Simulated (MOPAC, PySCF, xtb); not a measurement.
Pair of molecules: CH5N (SMILES CN) (first 7 atoms) with CH2O2 (SMILES O=CO); geometry from B3LYP-D3(BJ)/def2-TZVP.
(charge 0, multiplicity 1):
```xyz
12

C      0.195     0.646     0.155
N     -0.560    -0.442     0.793
H      0.986     0.958     0.836
H     -0.470     1.494    -0.012
H      0.647     0.364    -0.801
H      0.056    -1.224     0.990
H     -1.303    -0.778     0.191
O      1.198    -0.133     3.367
C      0.182     0.248     3.899
O     -1.003     0.354     3.324
H      0.137     0.558     4.954
H     -0.928     0.049     2.352
```

Interaction energies are E(AB) − E(A) − E(B) at the monomers' geometry in the complex; basis-set methods are counterpoise corrected. Rows marked so take none.

Rows in 6-31G* carry no dispersion term and start afresh at each structure (6-31G* with six Cartesian d functions). The state that PM3, PM6 reach isn't checked.

The values were computed with MOPAC for PM3, PM6 (differences of heats of formation); PySCF for 6-31G* rows; xtb for the GFN methods. Each number belongs to the level named beside it.

**Question.** One of these levels gives -9.27 kcal/mol for the interaction energy. Name it.
A) GFN-FF
B) PM6
C) HF/6-31G* (no counterpoise)
D) PM3

**Answer.** A, GFN-FF. The others give -5.23 (PM3), -7.70 (PM6), -13.24 (HF/6-31G* (no counterpoise))
